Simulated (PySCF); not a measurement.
Predicted microwave data (PySCF, PBE0-D3(BJ)/def2-SVP geometry optimisation, gas phase) for one isomer of C5H6N2Si:

```
Rotational constants : A = 3897, B = 1014, C = 986.9 MHz
Dipole components    : |μa| = 1.33 D, |μb| = 2.70 D, |μc| = 0.29 D
Inertial defect      : -116.20 u·Å²
κ                    : -0.98
```

Problem. Which structure is it? (One computed conformer of each.)
A. `[CH3:1][C:2]#[C:3]/[CH:4]=[N:5]/[SiH2:6][C:7]#[N:8]` with C4–N5–Si6–C7 -117°
B. `C#Cc1cncn1[SiH3]`
C. `N#CC1=CC=CN1[SiH3]`
D. `[N:1]#[C:2][SiH2:3][n:4]1[cH:5][cH:6][cH:7][cH:8]1` with C2–Si3–N4–C5 84°
E. `N#Cc1ccn([SiH3])c1`

Solution. D. It is N#C[SiH2]n1cccc1. The candidates at the same level (rigid rotor, commonest isotopes):

```json
{"SMILES": "N#Cc1ccn([SiH3])c1", "A (MHz)": "5536", "B (MHz)": "914.1", "C (MHz)": "791.9", "μa (D)": "6.22", "μb (D)": "0.72", "μc (D)": "0.02", "Δ (u·Å²)": "-6.01", "point group": "near Cs", "rotor": "near-prolate asymmetric top"}
{"SMILES": "C#Cc1cncn1[SiH3]", "A (MHz)": "2167", "B (MHz)": "1892", "C (MHz)": "1022", "μa (D)": "2.53", "μb (D)": "2.01", "μc (D)": "0.00", "Δ (u·Å²)": "-6.04", "point group": "Cs", "rotor": "asymmetric top"}
{"SMILES": "N#C[SiH2]n1cccc1", "A (MHz)": "3897", "B (MHz)": "1014", "C (MHz)": "986.9", "μa (D)": "1.33", "μb (D)": "2.70", "μc (D)": "0.29", "Δ (u·Å²)": "-116.20", "point group": "–", "rotor": "–"}
{"SMILES": "N#Cc1cccn1[SiH3]", "A (MHz)": "2162", "B (MHz)": "1907", "C (MHz)": "1026", "μa (D)": "2.80", "μb (D)": "3.02", "μc (D)": "0.00", "Δ (u·Å²)": "-6.03", "point group": "Cs", "rotor": "asymmetric top"}
{"SMILES": "CC#C/C=N/[SiH2]C#N", "A (MHz)": "5112", "B (MHz)": "558.5", "C (MHz)": "515.9", "μa (D)": "4.91", "μb (D)": "2.61", "μc (D)": "0.88", "Δ (u·Å²)": "-24.15", "point group": "C1", "rotor": "near-prolate asymmetric top"}
```

`C#Cc1cncn1[SiH3]` has B 87 % too high; `N#Cc1ccn([SiH3])c1` has A 42 % too high; `CC#C/C=N/[SiH2]C#N` has C 48 % too low; `N#Cc1cccn1[SiH3]` has B 88 % too high. No structure here is proved a minimum.
